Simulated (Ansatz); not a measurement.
CH7NO2Si can be A, `OC(O)N[SiH3]`, or B, `CN[SiH](O)O`.

Computed with Ansatz on PBE0-D4/def2-TZVP structures; ΔE is electronic, products minus reactants. CCSD(T)/CBS is the MP2 limit (def2-TZVPP, def2-QZVPP) plus CCSD(T) − MP2 in def2-TZVPP, frozen cores. DFT in def2-TZVPP. B3LYP here is the variant with VWN-RPA as its local correlation; programs differ in this. One conformer a species, not always the lowest.

A:

```xyz
12

O     1.739   -0.161   -0.770
C     0.556   -0.724   -0.296
O     0.914   -1.951    0.288
N    -0.070    0.141    0.636
Si   -1.213    1.355    0.174
H     2.257   -0.866   -1.172
H    -0.148   -0.897   -1.127
H     0.127   -2.311    0.707
H     0.551    0.343    1.410
H    -2.183    0.709   -0.748
H    -0.640    2.545   -0.514
H    -1.889    1.817    1.412
```

B:

Z-matrix (Å, degrees):
```
C
N 1 1.448
H 1 1.094 2 111.4
H 1 1.096 2 112.8 3 122.1
H 1 1.092 2 109.5 3 -118.4
Si 2 1.696 1 125.4 3 140.5
H 2 1.007 1 114.4 3 -58.3
O 6 1.639 2 112.3 1 54.0
O 6 1.648 2 112.8 1 -61.9
H 6 1.483 2 105.3 1 175.8
H 8 0.959 6 116.0 2 -142.9
H 9 0.958 6 116.5 2 -53.5
```

(1) Which is lower in electronic energy at CCSD(T)/CBS, and by how much? (Estimate.)

(2) Give E(B) − E(A) in kJ/mol with PBE-D4, PBE0-D4, ωB97M-V, r2SCAN-D4, HF/def2-TZVPP, CCSD/def2-TZVPP, B3LYP. (Estimate.)

Largest T1 diagnostic: 0.011.

## Answers

(1) Computed: B, by 322.6 kJ/mol.

(2) The calculation gave: PBE-D4 -294.1, PBE0-D4 -302.9, ωB97M-V -313.3, r2SCAN-D4 -313.1, HF/def2-TZVPP -320.3, CCSD/def2-TZVPP -316.7, B3LYP -312.4. None reverses the order clearly.

From PBE to PBE0 (25 % exact exchange), in def2-TZVPP and without D4, E(B) − E(A) moves by −8.8 kJ/mol.
